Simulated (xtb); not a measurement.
FMg (SMILES [F][Mg+]), charge +1, singlet, from a rough starting geometry (GFN-xTB shapes and energies of metal compounds can be far from the true ones); GFN2-xTB (xtb).

The xtb input:
```
$ xtb mol.xyz --gfn 2 --chrg 1 --opt vtight --json

# file mol.xyz
2

Mg    -0.47335094    -0.41218769    -0.65049691
F      0.41455467     0.46939039     0.65778879
```

Problem. Predict the main parts of the log of this xtb run.

Solution. 
```
   ID    Z sym.   atoms
    1   12 Mg     1
    2    9 F      2

           -------------------------------------------------
          |                Calculation Setup                |
           -------------------------------------------------

           -------------------------------------------------
          |                 G F N 2 - x T B                 |
           -------------------------------------------------

          ...................................................
          :                      SETUP                      :
          :.................................................:
          :  # basis functions                  14          :
          :  # atomic orbitals                  13          :
          :  # shells                            5          :
          :  # electrons                         8          :
          :  max. iterations                   250          :
          :  Hamiltonian                  GFN2-xTB          :
          :  restarted?                      false          :
          :  GBSA solvation                  false          :
          :  PC potential                    false          :
          :  electronic temp.          300.0000000     K    :
          :  accuracy                    1.0000000          :
          :  -> integral cutoff          0.2500000E+02      :
          :  -> integral neglect         0.1000000E-07      :
          :  -> SCF convergence          0.1000000E-05 Eh   :
          :  -> wf. convergence          0.1000000E-03 e    :
          :  Broyden damping             0.4000000          :
          :  net charge                          1          :
          :  unpaired electrons                  0          :
          ...................................................

 iter      E             dE          RMSdq      gap      omega  full diag
   1     -2.1643323 -0.216433E+01  0.244E+01    1.08       0.0  T
   2     -4.1027276 -0.193840E+01  0.161E+01   18.99       1.0  T
   3     -4.3050555 -0.202328E+00  0.128E+01    8.26       1.0  T
   4     -4.2417504  0.633051E-01  0.132E+01   10.82       1.0  T
   5     -4.3987774 -0.157027E+00  0.173E+01    0.81       1.0  T
   6     -4.6177566 -0.218979E+00  0.105E+01    1.09       1.0  T
   7     -4.5223382  0.954184E-01  0.700E+00    3.83       1.0  T
   8     -3.8120331  0.710305E+00  0.173E+01    0.60       1.0  T
   9     -4.0651183 -0.253085E+00  0.156E+01    0.66       1.0  T
[...]
         :: total energy              -4.751047820890 Eh    ::
 * total energy  :    -4.7510478 Eh     change       -0.1784341E-08 Eh
 * total energy  :    -4.7514301 Eh     change       -0.3822458E-03 Eh
 * total energy  :    -4.7519185 Eh     change       -0.4884637E-03 Eh
 * total energy  :    -4.7519546 Eh     change       -0.3603810E-04 Eh
 * total energy  :    -4.7519555 Eh     change       -0.9102644E-06 Eh
 * total energy  :    -4.7519557 Eh     change       -0.2164390E-06 Eh
 * total energy  :    -4.7519557 Eh     change       -0.1782485E-10 Eh
   *** GEOMETRY OPTIMIZATION CONVERGED AFTER 7 ITERATIONS ***
         :: total energy              -4.751955697027 Eh    ::
[...]
         6                         -0.4905897             -13.3496
         7                         -0.4905897             -13.3496
         8                         -0.4273941             -11.6300
         9                         -0.3134833              -8.5303
        10                         -0.3134833              -8.5303
        11                         -0.2663125              -7.2467
        12                         -0.2663125              -7.2467
        13                          0.2791676               7.5965
      -------------------------------------------------------------
                  HL-Gap            0.0675892 Eh            1.8392 eV
             Fermi-level           -0.8235155 Eh          -22.4090 eV

     #   Z          covCN         q      C6AA      α(0)
     1  12 Mg       0.639     0.862   337.520    55.438
     2   9 F        0.639     0.138     8.294     3.399

 Mol. C6AA /au·bohr⁶  :        417.560029
 Mol. C8AA /au·bohr⁸  :      33168.894300
 Mol. α(0) /au        :         58.836538

Wiberg/Mayer (AO) data.
largest (>0.10) Wiberg bond orders for each atom

 ---------------------------------------------------------------------------
     #   Z sym  total        # sym  WBO       # sym  WBO       # sym  WBO
 ---------------------------------------------------------------------------
     1  12 Mg   1.634 --     2 F    1.634
     2   9 F    1.634 --     1 Mg   1.634
 ---------------------------------------------------------------------------

Topologies differ in total number of bonds
Writing topology from bond orders to xtbtopo.mol

molecular dipole:
                 x           y           z       tot (Debye)
 q only:       -0.640      -0.526      -0.854
   full:       -1.120      -1.003      -1.562       5.511
molecular quadrupole (traceless):
                xx          xy          yy          xz          yz          zz
 q only:       -0.273       0.966      -0.478       1.503       1.353       0.751
  q+dip:       -0.549       1.894      -0.925       2.934       2.658       1.474
   full:       -0.209       1.020      -0.573       1.636       1.369       0.782

optimized geometry written to: xtbopt.xyz

           -------------------------------------------------
          | TOTAL ENERGY               -4.751955697027 Eh   |
          | GRADIENT NORM               0.000000316786 Eh/α |
          | HOMO-LUMO GAP               1.839196493232 eV   |
           -------------------------------------------------
```
